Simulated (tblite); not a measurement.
C4H14N2OSi2.
Numbering: `[CH3:1][CH2:2][CH2:3][Si@H:4]1[NH:5][Si@@H:6]([O:7][CH3:8])[NH:9]1` (hydrogens: H10, H11, H12 on C1; H13, H14 on C2; H15, H16 on C3; H17 on Si4; H18 on N5; H19 on Si6; H20, H21, H22 on C8; H23 on N9)

Computed with GFN2-xTB (tblite), gas phase: L-BFGS steps from a force-field or distance-geometry start until the largest atomic force falls under 0.01 eV/Å.

Step 34: E = -793.9298 eV
```
atom  x, y, z in Å  |  force x, y, z in eV/Å
C1     -4.1131    0.2728    0.4293    0.007  -0.006   0.009
C2     -2.7984   -0.1468   -0.2216    0.002   0.009   0.042
C3     -1.7233   -0.4694    0.8124    0.041   0.000  -0.030
Si4    -0.1025   -0.9492   -0.0249    0.001   0.000  -0.031
N5      0.8058    0.2580   -0.8973   -0.011  -0.037  -0.037
Si6     2.3280   -0.2737   -0.2558    0.001  -0.017   0.014
O7      3.3357    0.8094    0.3800   -0.026   0.038   0.004
C8      4.3728    1.4012   -0.3379    0.029   0.020   0.012
N9      1.3497   -1.0729    0.9208   -0.033  -0.001   0.024
H10    -4.8638    0.5063   -0.3237    0.022  -0.012   0.003
H11    -4.4973   -0.5262    1.0605    0.004  -0.010  -0.008
H12    -3.9669    1.1534    1.0519    0.012   0.001  -0.017
H13    -2.4421    0.6564   -0.8706   -0.024  -0.024   0.021
H14    -2.9696   -1.0264   -0.8482    0.020   0.051   0.018
H15    -1.5986    0.3796    1.4846    0.026  -0.007  -0.048
H16    -2.0607   -1.3085    1.4231    0.005   0.047  -0.004
H17    -0.2910   -2.1476   -0.8587   -0.008   0.003   0.015
H18     0.5992    0.7240   -1.7612   -0.046  -0.015  -0.011
H19     3.0583   -1.1666   -1.1531   -0.030  -0.053  -0.053
H20     5.1214    0.6581   -0.6228   -0.015  -0.032   0.000
H21     4.8441    2.1527    0.2931   -0.006   0.032   0.064
H22     4.0011    1.8778   -1.2466   -0.004   0.023   0.004
H23     1.6064   -1.7355    1.6256    0.031  -0.009   0.009
```

Step 35: E = -793.9313 eV
```
atom  x, y, z in Å  |  force x, y, z in eV/Å
C1     -4.1127    0.2727    0.4303    0.002  -0.006   0.003
C2     -2.7972   -0.1459   -0.2196   -0.010   0.013   0.028
C3     -1.7216   -0.4681    0.8132    0.030   0.004  -0.026
Si4    -0.1022   -0.9506   -0.0262   -0.011  -0.008  -0.009
N5      0.8042    0.2546   -0.9015   -0.001  -0.038  -0.024
Si6     2.3276   -0.2735   -0.2578    0.000  -0.032  -0.006
O7      3.3325    0.8117    0.3784   -0.027   0.015  -0.004
C8      4.3732    1.4010   -0.3355    0.029   0.038   0.005
N9      1.3499   -1.0714    0.9204   -0.042  -0.010   0.029
H10    -4.8629    0.5053   -0.3236    0.024  -0.014   0.001
H11    -4.4966   -0.5280    1.0596    0.004   0.005   0.003
H12    -3.9680    1.1550    1.0509    0.010  -0.014  -0.007
H13    -2.4426    0.6577   -0.8683   -0.013  -0.014   0.011
H14    -2.9685   -1.0247   -0.8468    0.021   0.039   0.013
H15    -1.5966    0.3823    1.4834    0.040   0.004  -0.047
H16    -2.0622   -1.3027    1.4277    0.016   0.026  -0.008
H17    -0.2865   -2.1499   -0.8589   -0.019  -0.002   0.015
H18     0.5920    0.7173   -1.7654   -0.029  -0.002  -0.022
H19     3.0595   -1.1692   -1.1530   -0.040  -0.033  -0.040
H20     5.1220    0.6587   -0.6234   -0.026  -0.030   0.026
H21     4.8405    2.1523    0.2974    0.030   0.032   0.084
H22     4.0064    1.8824   -1.2426   -0.029   0.024  -0.032
H23     1.6050   -1.7402    1.6201    0.041   0.002   0.007
```

Step 36: E = -793.9330 eV
```
atom  x, y, z in Å  |  force x, y, z in eV/Å
C1     -4.1123    0.2726    0.4313    0.000  -0.005   0.000
C2     -2.7961   -0.1445   -0.2167   -0.015   0.014  -0.001
C3     -1.7188   -0.4664    0.8136    0.004   0.012  -0.013
Si4    -0.1019   -0.9526   -0.0277   -0.018  -0.018   0.016
N5      0.8025    0.2496   -0.9064    0.007  -0.026  -0.026
Si6     2.3271   -0.2743   -0.2603   -0.001  -0.039  -0.017
O7      3.3285    0.8146    0.3760   -0.027  -0.005  -0.018
C8      4.3742    1.4022   -0.3325    0.009   0.045   0.002
N9      1.3495   -1.0696    0.9208   -0.037  -0.007   0.015
H10    -4.8612    0.5040   -0.3243    0.023  -0.017   0.004
H11    -4.4951   -0.5301    1.0587   -0.003   0.019   0.016
H12    -3.9686    1.1565    1.0498    0.001  -0.023   0.010
H13    -2.4449    0.6592   -0.8658    0.011   0.009  -0.002
H14    -2.9673   -1.0215   -0.8450    0.020   0.008   0.001
H15    -1.5931    0.3852    1.4812    0.058   0.027  -0.040
H16    -2.0624   -1.2956    1.4332    0.025  -0.003  -0.013
H17    -0.2824   -2.1525   -0.8590   -0.032  -0.015   0.013
H18     0.5833    0.7091   -1.7703   -0.005   0.005  -0.022
H19     3.0595   -1.1733   -1.1546   -0.051  -0.008  -0.019
H20     5.1211    0.6582   -0.6223   -0.030  -0.010   0.047
H21     4.8379    2.1532    0.3039    0.049   0.008   0.084
H22     4.0114    1.8884   -1.2384   -0.037   0.022  -0.049
H23     1.6043   -1.7453    1.6140    0.048   0.007   0.012
```

**Question.** Estimate the geometry and energy of step 37. (The exact step hangs on the optimiser's Hessian estimate; all steps are aligned on step 36, rigid shifts and turns removed.)

**Answer.** E = -793.9344 eV, largest force 0.091 eV/Å
```
atom  x, y, z in Å  |  force x, y, z in eV/Å
C1     -4.1120    0.2723    0.4322    0.003  -0.005   0.001
C2     -2.7955   -0.1430   -0.2141   -0.007   0.010  -0.029
C3     -1.7162   -0.4648    0.8134   -0.019   0.020   0.003
Si4    -0.1017   -0.9549   -0.0287   -0.019  -0.019   0.023
N5      0.8013    0.2444   -0.9110    0.010  -0.019  -0.028
Si6     2.3269   -0.2760   -0.2626   -0.008  -0.028  -0.020
O7      3.3246    0.8173    0.3733   -0.025  -0.013  -0.030
C8      4.3750    1.4050   -0.3296   -0.020   0.035   0.002
N9      1.3489   -1.0679    0.9217   -0.014  -0.012   0.007
H10    -4.8589    0.5026   -0.3258    0.014  -0.018   0.011
H11    -4.4935   -0.5317    1.0583   -0.015   0.027   0.027
H12    -3.9687    1.1572    1.0488   -0.010  -0.022   0.025
H13    -2.4481    0.6609   -0.8637    0.036   0.030  -0.011
H14    -2.9662   -1.0181   -0.8436    0.017  -0.026  -0.012
H15    -1.5885    0.3877    1.4786    0.070   0.049  -0.031
H16    -2.0612   -1.2894    1.4379    0.026  -0.025  -0.018
H17    -0.2807   -2.1550   -0.8588   -0.039  -0.027   0.011
H18     0.5762    0.7014   -1.7748    0.016   0.009  -0.018
H19     3.0578   -1.1774   -1.1573   -0.053   0.009  -0.001
H20     5.1187    0.6570   -0.6195   -0.026   0.021   0.055
H21     4.8374    2.1548    0.3108    0.042  -0.028   0.063
H22     4.0148    1.8941   -1.2355   -0.025   0.016  -0.038
H23     1.6050   -1.7495    1.6090    0.046   0.017   0.008
```

The energy changes by -0.0014 eV. The first-order estimate −F·Δx gives -0.0020 eV and the mean of the old and new forces, exact on a quadratic surface, -0.0014 eV. The step makes an angle of 67° with the force vector and moves no atom by more than 0.011 Å.

What follows is the cost of the whole relaxation. Hardware: one thread of an Arm Neoverse N1, on a shared host. Cost: 2.6 s wall.
